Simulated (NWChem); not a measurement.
System: SiH4Te; SMILES [SiH3][TeH]

Here is an NWChem input.

```
start job
memory heap 200 mb stack 900 mb global 1100 mb
geometry units angstroms noautoz
  Te    -0.025528     0.640112     0.013179
  H      1.637679     0.693036    -0.019931
  Si    -0.015740    -1.865534     0.003133
  H      0.682951    -2.414997     1.201832
  H      0.626894    -2.406032    -1.230546
  H     -1.455221    -2.256409     0.034711
end
basis spherical
  * library def2-svpd
end
ecp
  Te library def2-ecp
end
dft
  xc pbe0
  iterations 150
end
tddft
  nroots 6
  notriplet
end
task tddft energy
```

Excerpt of the output:

```
             Northwest Computational Chemistry Package (NWChem) 7.3.0
             --------------------------------------------------------

 C1  symmetry detected

                             Geometry "geometry" -> ""
                             -------------------------

 Output coordinates in angstroms (scale by  1.889725989 to convert to a.u.)

  No.       Tag          Charge          X              Y              Z
 ---- ---------------- ---------- -------------- -------------- --------------
    1 Te                  52.0000    -0.02597253     0.62886985    -0.00000557
    2 H                    1.0000     1.63746147     0.68492400    -0.00012039
    3 Si                  14.0000    -0.01127106    -1.87677228    -0.00000304
    4 H                    1.0000     0.66437917    -2.42019398     1.21455352
    5 H                    1.0000     0.65688335    -2.42080867    -1.21847524
    6 H                    1.0000    -1.45035755    -2.27034172     0.00437418

 Effective nuclear repulsion energy (a.u.)     213.6123373097

                                 NWChem DFT Module
                                 -----------------

 Summary of "ao basis" -> "ao basis" (spherical)
 ------------------------------------------------------------------------------
       Tag                 Description            Shells   Functions and Types
 ---------------- ------------------------------  ------  ---------------------
 Te                        def2-svpd                13       35   5s5p3d
 H                         def2-svpd                 4        8   2s2p
 Si                        def2-svpd                10       24   5s3p2d

            General Information
            -------------------
          SCF calculation type: DFT
          Wavefunction type:  closed shell.
          No. of atoms     :     6
          No. of electrons :    42
           Alpha electrons :    21
            Beta electrons :    21
          Charge           :     0
          Spin multiplicity:     1
          Use of symmetry is: off; symmetry adaption is: off
          Maximum number of iterations: 150
          AO basis - number of functions:    91
                     number of shells:    39
          Convergence on energy requested:  1.00D-06
          Convergence on density requested:  1.00D-05
          Convergence on gradient requested:  5.00D-04

[...]

                                NWChem TDDFT Module
                                -------------------

            General Information
            -------------------
           No. of orbitals :     182
            Alpha orbitals :      91
             Beta orbitals :      91
        Alpha frozen cores :       0
         Beta frozen cores :       0
     Alpha frozen virtuals :       0
      Beta frozen virtuals :       0
         Spin multiplicity :       1
    Number of AO functions :      91
        Use of symmetry is : off
      Symmetry adaption is : off
         Schwarz screening :  0.10D-07

              XC Information
              --------------
                  PBE0 Method XC Functional
              Hartree-Fock (Exact) Exchange   0.25
   PerdewBurkeErnzerhof Exchange Functional   0.75
     Perdew 1991 LDA Correlation Functional   1.00 local
    PerdewBurkeErnz. Correlation Functional   1.00 non-local

             TDDFT Information
             -----------------
          Calculation type : TDDFT
         Wavefunction type : Restricted singlets
          No. of electrons :      42
           Alpha electrons :      21
            Beta electrons :      21
              No. of roots :       6
          Max subspacesize :    5200
            Max iterations :     100
               Target root :       1
           Target symmetry : none
      Symmetry restriction : off
                 Algorithm : Optimal
        Davidson threshold :  0.10D-03

    6 smallest eigenvalue differences (eV)
--------------------------------------------------------
  No. Spin  Occ  Vir  Irrep   E(Occ)    E(Vir)   E(Diff)
--------------------------------------------------------
    1    1   21   22 a        -0.239    -0.032     5.649
    2    1   21   23 a        -0.239    -0.017     6.043
    3    1   21   24 a        -0.239     0.023     7.124
    4    1   21   25 a        -0.239     0.029     7.287
    5    1   21   26 a        -0.239     0.030     7.336
    6    1   21   27 a        -0.239     0.036     7.502
--------------------------------------------------------

  Entering Davidson iterations
  Restricted singlet excited states

  Iter   NTrls   NConv    DeltaV     DeltaE      Time
  ----  ------  ------  ---------  ---------  ---------
    1      6       0     0.13E+00   0.10+100        9.8
    2     18       0     0.40E-01   0.12E-01       14.7
    3     30       0     0.18E-01   0.16E-02       14.7
    4     42       0     0.75E-02   0.25E-03       14.6
    5     54       1     0.25E-02   0.33E-04       14.6
    6     64       3     0.87E-03   0.42E-05       13.0
    7     70       5     0.36E-03   0.35E-06        9.9
    8     72       5     0.12E-03   0.32E-07        6.7
    9     74       6     0.61E-04   0.31E-08        6.7
  ----  ------  ------  ---------  ---------  ---------
  Convergence criterion met

  Ground state a        -559.709547709375 a.u.

  ----------------------------------------------------------------------------
  Root   1 singlet a              0.154742478 a.u.                4.2108 eV
  ----------------------------------------------------------------------------
     Transition Moments    X  0.00003   Y  0.00021   Z -0.07687
     Dipole Oscillator Strength                    0.0006095180
     Electric Quadrupole                           0.0000000147
     Magnetic Dipole                               0.0000003396
     Total Oscillator Strength                     0.0006098723

[...]
```

Level: PBE0/def2-SVPD with def2 effective core potentials on Te, full TDDFT. All runs use the structure optimised with PBE0/def2-SVP. def2 effective core potentials on Te; no spin-orbit coupling.
